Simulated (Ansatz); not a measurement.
A made-up structure of MgB$_{2}$H$_{4}$O, singlet:

```xyz
8
angstrom
O -1.1995 0.5011 -0.1251
B 0.0905 0.8463 0.4243
B 0.9155 -0.2079 1.2424
Mg -0.0004 -1.1830 -0.7917
H -1.5758 1.1771 -0.6918
H 0.8158 -2.3930 -1.7017
H 1.5536 -0.6641 2.1280
H -0.4978 -2.1988 -2.0664
```

It is relaxed with PBE-D4/def2-SVP and then PBE0-D4/def2-TZVP (Ansatz 0.2.0). Atoms count as bonded within 1.22 times the sum of their covalent radii (H–H: 0.88 Å). The end point is not checked to be a true minimum.

(1) Does its bonding change? (A judgement: the text doesn't fix the answer.)

Results:

(1) Computed: Yes. Formed: H6–H8; broken: O1–Mg4, Mg4–H6, Mg4–H8.

Where it ends: The first stage lowers the energy by 2.71 eV in 30 steps. It ends as a complex of MgB₂H₂O ([OH][B]1[BH][Mg]1) + H₂:
```json
{"atom": "O1", "x (Å)": "-1.2026", "y (Å)": "0.3007", "z (Å)": "-0.5632"}
{"atom": "B2", "x (Å)": "-0.2979", "y (Å)": "0.1216", "z (Å)": "0.4114"}
{"atom": "B3", "x (Å)": "0.7916", "y (Å)": "0.0465", "z (Å)": "1.4451"}
{"atom": "Mg4", "x (Å)": "1.4899", "y (Å)": "-1.6386", "z (Å)": "0.2439"}
{"atom": "H5", "x (Å)": "-1.0201", "y (Å)": "1.0557", "z (Å)": "-1.1308"}
{"atom": "H6", "x (Å)": "-0.3102", "y (Å)": "-2.2238", "z (Å)": "-2.4278"}
{"atom": "H7", "x (Å)": "1.3498", "y (Å)": "-0.0733", "z (Å)": "2.4821"}
{"atom": "H8", "x (Å)": "-0.6986", "y (Å)": "-1.7112", "z (Å)": "-2.0426"}
```

Labels in which every atom is bracketed show which atoms are joined, not bond orders.

For scale, one of the runs: PBE0-D4/def2-TZVP relaxation, 149 basis functions, launched by `ansatz run in.yaml --threads 2 --pin off --events-out ev --progress --plain --max-ram 4352MiB`. Hardware: 2 CPU threads of an Intel Xeon 6975P-C, shared host. Wall time about 36 s.
